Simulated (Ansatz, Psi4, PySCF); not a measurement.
Lewis adduct: AlH3 (SMILES [AlH3]) (first 4 atoms) with H2O (SMILES O); geometry from B3LYP-D3(BJ)/def2-TZVP, rigid monomers moved along the line of their centres of mass till Al1···O5 is 3.68 Å.
(charge 0, multiplicity 1):
```xyz
7

Al    -0.02131     0.21827     0.32569
H      0.60330    -0.93481    -0.56573
H     -1.60833     0.38573     0.33738
H      0.86874     1.50996     0.61919
O      0.20232    -1.12961     3.74209
H     -0.66273    -1.23121     4.15971
H      0.75041    -0.58499     4.32176
```

Counterpoise-corrected where a basis set is named; no monomer relaxation.

Cores are frozen in the correlated methods. Rows in 6-31G* carry no dispersion term and start afresh at each structure (6-31G* with six Cartesian d functions).

The values were computed with Ansatz (a program for electronic structure) with Gaussian orbitals; Psi4 for SAPT; PySCF for 6-31G* rows. Each number belongs to the level named beside it.

Question: Give the interaction energy at the level B3LYP/6-31G*.

Answer: -4.2 kcal/mol
